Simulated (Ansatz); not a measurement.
Isolated molecules relaxed with PBE0-D4/def2-TZVP in Ansatz; ΔE leaves out vibrations. CCSD(T)/CBS is the MP2 limit (def2-TZVPP, def2-QZVPP) plus CCSD(T) − MP2 in def2-TZVPP, frozen cores. This one scheme is used for every species. DFT in def2-TZVPP. HSE06 is defined as in plane-wave codes. def2 core potentials past Kr. For Sn outer-core shells are correlated without core-valence functions, which leaves a few kJ/mol of doubt a bond. One conformer a species, not always the lowest.

Consider the stannylene formation by 1,1-elimination: `[SH][SnH]([Cl])[Cl]` → `[Cl][Sn][Cl]` + H₂S.

Problem. Is it downhill or uphill in electronic energy at CCSD(T)/CBS, and by how much? (Best estimate.)

Solution. Computed: Uphill: ΔE = +0.22 eV.

Problem. What do these levels give: revPBE-D4, B97M-V, PBE0-D4, HSE06-D4, B2PLYP, r2SCAN0, HSE06, HF/def2-SVP, HF/def2-TZVPP, HF/def2-QZVPP, MP2/def2-QZVPP, HF/CBS(def2)? (Estimate.)

Solution. Computed: revPBE-D4 -0.02, B97M-V 0.26, PBE0-D4 0.22, HSE06-D4 0.21, B2PLYP -0.02, r2SCAN0 0.25, HSE06 0.13, HF/def2-SVP 0.08, HF/def2-TZVPP 0.11, HF/def2-QZVPP 0.11, MP2/def2-QZVPP 0.21, HF/CBS(def2) 0.11 eV.

Largest T1 diagnostic among the species: 0.014.

From r2SCAN to r2SCAN0 (25 % exact exchange), in def2-TZVPP and without D4, ΔE moves by +0.07 eV. Leaving LDA and LC-ωPBE aside and taking each functional with its dispersion term where it has one, the values, not all of them listed here, spread over 0.53 eV, from BLYP-D4 to PBE-QIDH. LDA lies +0.34 eV from PBE without D4. The D4 term adds +0.15 eV with B3LYP and +0.08 eV with PBE0; it sums over pairs of atoms, weighted by their polarisabilities, and B3LYP, whose exchange is more repulsive, gets the larger term.

B3LYP here is the variant with VWN-RPA as its local correlation; programs differ in this.
